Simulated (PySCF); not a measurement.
C₆ coefficients of unlike pairs at UHF

Calculated with PySCF 2.14 from the dipole response of each species, C₆(A,B) = (3/π) ∫ α_A(iu) α_B(iu) du, in atomic units, from isotropic polarisabilities. For ions this is the dispersion term alone; charge-induced terms of lower order in 1/R come first.

```json
{"species": "Mo³⁺", "configuration": "[Kr] 4d3 (4F)", "basis": "aug-cc-pVTZ-DK (9s8p6d3f2g)", "relativity": "spin-free X2C", "α (bohr³)": "5.452", "C₆ (like pair)": "24.25"}
{"species": "Kr", "configuration": "[Kr] (1S)", "basis": "aug-cc-pVQZ-DK (8s7p5d3f2g)", "relativity": "spin-free X2C", "α (bohr³)": "16.35", "C₆ (like pair)": "125.4"}
{"species": "Ca⁺", "configuration": "[Ar] 4s1 (2S)", "basis": "x2c-TZVPPall with one added diffuse shell each of s, p, d type (7s6p4d)", "relativity": "spin-free X2C", "α (bohr³)": "95.99", "C₆ (like pair)": "760.8"}
{"species": "I", "configuration": "[Kr] 4d10 5s2 5p5 (2P)", "basis": "aug-cc-pwCVTZ-DK3 with one added diffuse shell each of s, p, d, f type (11s10p8d5f1g)", "relativity": "spin-free X2C", "α (bohr³)": "31.91", "C₆ (like pair)": "346.0"}
```

Question: Estimate C₆ for I with Mo³⁺.

Answer: The integral gives 84.57. The combination rule 2 C_A C_B / (C_A α_B/α_A + C_B α_A/α_B) gives 83.47 and the geometric mean 91.61.

No spin-orbit coupling is included.

The other pairs:

```csv
pair,C₆
"Ca⁺, Mo³⁺",86.52
"Ca⁺, Kr",234.3
"I, Ca⁺",423.1
"I, Kr",206.3
"Kr, Mo³⁺",52.96
```
